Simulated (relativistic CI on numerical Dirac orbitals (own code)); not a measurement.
## Slater and spin-orbit integrals, Cd²⁺

Computed by Dirac-Coulomb-Breit CI, orbitals from a KLI potential per configuration, model QED (radiative potential, 1s self-energy scaled to tabulated hydrogen-like ionisation energies), valence Slater integrals scaled by 0.85, P86 correlation energy added to each configuration (own radial code, finite nucleus).

Slater integrals F^k, G^k are unscaled and averaged over j, outside the closed core [Kr]; ζ comes from projecting the Hamiltonian with its Breit term on Σ l·s of the shell.

- 4d9 5s: ζ(4d) = 2212.3, G^2(4d,5s) = 15354 cm⁻¹; <r>(4d) = 1.214, <r^2>(4d) = 1.752, <r>(5s) = 2.416, <r^2>(5s) = 6.59 (bohr units).
- 4d9 5p: ζ(4d) = 2243.6, F^2(4d,5p) = 23183, G^1(4d,5p) = 8709.4, G^3(4d,5p) = 7467.2, ζ(5p) = 2385.6 cm⁻¹; <r>(4d) = 1.208, <r^2>(4d) = 1.731, <r>(5p) = 2.948, <r^2>(5p) = 9.839 (bohr units).
- 4d9 4f: ζ(4d) = 2244.2, F^2(4d,4f) = 5237.5, F^4(4d,4f) = 1776.4, G^1(4d,4f) = 2397.6, G^3(4d,4f) = 1348.1, G^5(4d,4f) = 914.66, ζ(4f) = -9.1919 cm⁻¹; <r>(4d) = 1.197, <r^2>(4d) = 1.693, <r>(4f) = 5.71, <r^2>(4f) = 36.83 (bohr units).

In this model ζ of a weakly bound d, f or g electron outside closed shells comes out too small, for d by up to a factor of two or three and at times with the wrong sign; that of an outer p electron is too small as well.

For a near-neutral ion this model can misplace configurations by up to about 10,000 cm⁻¹ (more where the count of f electrons changes) and terms by 10 to 25 % of their spread. Rates follow the energies as ν³ (E1, M1) or ν⁵ (E2), so they and the lifetimes can be off by large factors. The fine structure of a lone outer electron comes out too small, for d and f at times inverted, and misplaced configurations move strength between like terms. 12 of the 28 excited levels that our extract of the measured tables holds in this range could be paired (the sources list more); they are missed by 3191 cm⁻¹ on average and 4132 at most, and levels without a partner can miss by more.

Averages of the first 10 configurations, taken without configuration mixing, which lowers the lowest level and can move excited configurations by several eV; other configurations of the list can lie among them:

```tsv
Configuration	Parity	States	Average energy above the lowest level (eV)
4d10	even	1	0.0
4d9 5s	even	20	10.8
4d9 5p	odd	60	17.7
4d9 4f	odd	140	29.7
4d9 5d	even	100	25.4
4d9 6s	even	20	25.3
4d9 6p	odd	60	27.5
4d9 6d	even	100	30.5
4d9 5f	odd	140	32.5
4d9 5g	even	180	32.5
```
